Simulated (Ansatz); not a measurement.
System: bromosilane, sum formula SiH3Br, charge 0, multiplicity 1. 
Coordinates optimised at B3LYP-D3(BJ)/def2-TZVP (Ansatz, an electronic-structure program):
```xyz
5

Si    -1.4775    -0.0217     0.0219
Br     0.7574     0.0111    -0.0112
H     -1.9632     1.3690    -0.0622
H     -1.9472    -0.8065    -1.1360
H     -1.9135    -0.6482     1.2847
```
Charge 0, spin multiplicity 1.

Property: vertical triplet-singlet gap (E(triplet) - E(singlet); each state is the SCF solution reached for its spin; the molecule has degenerate orbitals, so one determinant may break the symmetry), in eV. Valence correlation only, unless marked. Open shells are spin-unrestricted. No spin-orbit coupling. Frozen are the shells of the preceding noble gas and the d and f shells that filled before the atom's block. Non-relativistic. Basis-set limits of correlation are two-point, X^-3; Hartree-Fock from the larger set.

CCSD(T)/CBS(def2-TZVPPD,def2-QZVPPD) (Ansatz) gives 6.63 eV.

Task: Another calculation gave 6.14 eV. Which level was it?
A) SVWN5/def2-TZVPD (Ansatz)
B) r2SCAN/def2-TZVPD (Ansatz)
C) wB97X-V/def2-TZVPD (Ansatz)
D) BHLYP/def2-TZVPD (Ansatz)

Result: B, r2SCAN/def2-TZVPD (Ansatz). The others give 6.65 (wB97X-V), 5.83 (SVWN5), 6.53 (BHLYP) eV.
